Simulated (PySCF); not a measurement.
# SiEt2(NHMe)2: computed shieldings and shifts

SiEt2(NHMe)2, C6H18N2Si, point group C1.

Geometry:
```
atom   x (Å)   y (Å)   z (Å)
 Si1  -0.033   0.023   0.043
  C2  -0.075  -0.128   1.925
  C3  -1.469   0.029   2.526
  H4   0.608   0.637   2.334
  H5   0.367  -1.099   2.217
  H6  -1.465  -0.045   3.625
  H7  -1.902   1.008   2.264
  H8  -2.161  -0.737   2.143
  C9   1.760   0.035  -0.550
 C10   2.505  -1.255  -0.217
 H11   2.290   0.903  -0.119
 H12   1.750   0.200  -1.642
 H13   3.527  -1.265  -0.627
 H14   2.591  -1.405   0.872
 H15   1.978  -2.135  -0.622
 N16  -0.800   1.444  -0.599
 C17  -0.208   2.733  -0.845
 H18  -1.811   1.468  -0.518
 H19  -0.269   3.434   0.012
 H20   0.859   2.621  -1.089
 H21  -0.674   3.237  -1.710
 N22  -0.974  -1.311  -0.545
 C23  -1.297  -1.543  -1.930
 H24  -1.060  -2.129   0.047
 H25  -2.314  -1.957  -2.054
 H26  -1.276  -0.583  -2.469
 H27  -0.597  -2.227  -2.451
```

GIAO calculations in PySCF 2.14.0 with density-fitted response routines on the PBE0-D3(BJ)/def2-SVP structure: isolated species, non-relativistic, equivalent atoms averaged; basis pcSseg-1.

(1) Give the isotropic shieldings (ppm) with KT2, PBE0.

(2) And the chemical shifts, against references computed in the same way?

(3) Which part of the shielding of Si1 depends on the functional?

Results:

(1) 
```tsv
atoms	environment	KT2	PBE0
Si1	silicon bonded to 2 C, 2 N	364.9	354.5
N16/N22	nitrogen bonded to C, Si, H	238.0	244.7
C17/C23	carbon bonded to N, 3 H	152.7	155.4
C3/C10	carbon bonded to C, 3 H	173.9	175.9
C2/C9	carbon bonded to C, Si, 2 H	174.9	177.5
H19/H20/H21/H25/H26/H27	hydrogen on a carbon bonded to N	28.50	28.71
H6/H7/H8/H13/H14/H15	hydrogen on a carbon bonded to C	30.25	30.37
H4/H5/H11/H12	hydrogen on a carbon bonded to C, Si	30.73	30.94
H18/H24	hydrogen on a nitrogen bonded to C, Si	31.31	31.57
HOMO–LUMO gap (eV)	–	5.19	7.37
```

(2) 
| atoms | nucleus, reference | KT2 | PBE0 |
| --- | --- | --- | --- |
| Si1 | ²⁹Si, TMS | -3.9 | -2.6 |
| N16/N22 | ¹⁵N, NH3 | 26.3 | 20.9 |
| C17/C23 | ¹³C, TMS | 30.5 | 29.0 |
| C3/C10 | ¹³C, TMS | 9.3 | 8.6 |
| C2/C9 | ¹³C, TMS | 8.3 | 6.9 |
| H19/H20/H21/H25/H26/H27 | ¹H, TMS | 2.68 | 2.55 |
| H6/H7/H8/H13/H14/H15 | ¹H, TMS | 0.93 | 0.90 |
| H4/H5/H11/H12 | ¹H, TMS | 0.45 | 0.32 |
| H18/H24 | ¹H, TMS | -0.13 | -0.30 |

(3) Diamagnetic: KT2 889, PBE0 885 ppm; paramagnetic: KT2 -524, PBE0 -530 ppm.

Experimental scales use liquid or dissolved standards, which lie at an offset from isolated NH3 (liquid NH3: subtract about 20 ppm).
